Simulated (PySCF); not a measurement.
Mg(OH)(NMe2) (C₂H₇MgNO), SMILES C[N](C)[Mg][OH].

Geometry: PBE0-D3(BJ)/def2-SVP. The structure was generated by enumeration; whether it is a known compound was not checked. Other conformers were not sampled.

Method: PBE/def2-TZVP in PySCF.

Symmetry labels are those of the subgroup C2v that the program uses (full group C2v).

Computed valence orbital energies around the gap with their symmetry:
| orbital | symmetry | energy (eV) |
|---|---|---|
| HOMO−7 | B2 | -10.38 |
| HOMO−6 | B1 | -10.36 |
| HOMO−5 | A2 | -8.82 |
| HOMO−4 | B2 | -8.42 |
| HOMO−3 | A1 | -6.98 |
| HOMO−2 | B2 | -6.29 |
| HOMO−1 | B1 | -6.27 |
| HOMO | B1 | -4.20 |
| LUMO | A1 | -1.70 |
| LUMO+1 | B2 | -0.13 |
| LUMO+2 | B1 | 0.23 |
| LUMO+3 | A1 | 0.71 |
